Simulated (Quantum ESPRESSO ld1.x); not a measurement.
All-electron atom: Sm in [Kr] 4d10 4f6 5s1.75 5p6 6s2 7s0.25 (fractional occupations, a model configuration).

All-electron calculation, Dirac Kohn-Sham, LDA (Slater exchange, Perdew-Wang correlation), spin-unpolarised, spherical densities, point nucleus; open shells are shared between the two j in proportion to 2j + 1. Program: ld1.x of Quantum ESPRESSO 7.5.

Energy parts (eV):
total: -283730
kinetic: 307605
electron-nucleus: -695319
Hartree: 110215
exchange-correlation: -6231

Orbitals (lengths in bohr, moments of r in powers of bohr; <r^-3> diverges for s and p1/2):
orbital     occ.  eigenvalue (eV)  <r^-3>      <r^4>      <r>
1s1/2          2         -46591.0       -  1.320e-06  0.02276
2s1/2          2         -7612.74       -  0.0002118  0.09655
2p1/2          2         -7218.58       -  0.0001316  0.08076
2p3/2          4         -6616.43    8881  0.0001697  0.08738
3s1/2          2         -1669.00       -   0.008365   0.2548
3p1/2          2         -1499.07       -   0.007652   0.2444
3p3/2          4         -1377.20    1853   0.009262   0.2572
3d3/2          4         -1081.52   309.4   0.006811   0.2287
3d5/2          6         -1055.02   277.2   0.007227   0.2327
4s1/2          2         -332.863       -     0.2098   0.5795
4p1/2          2         -267.740       -     0.2413   0.5934
4p3/2          4         -240.831   409.6     0.2923   0.6227
4d3/2          4         -133.506   57.45     0.4322   0.6652
4d5/2          6         -128.701   50.80     0.4601   0.6756
4f5/2    2.57143          -5.0738   6.353      6.341   0.9882
4f7/2    3.42857          -4.5256   6.114      7.189    1.007
5s1/2       1.75         -45.3854       -      7.367    1.405
5p1/2          2         -27.7919       -      12.80    1.586
5p3/2          4         -24.1617   54.42      16.37    1.683
6s1/2          2          -4.6052       -      558.6    4.081
7s1/2       0.25          -0.6489       -      45740    12.52

The highest occupied level is 7s1/2 at -0.649 eV. Summed over all electrons, <r^2> = 122.4 bohr^2, which gives a Langevin (diamagnetic) susceptibility term of -96.9 x 10^-6 cm^3/mol. The density falls to 0.001 e/bohr^3 at r = 5.17 bohr.
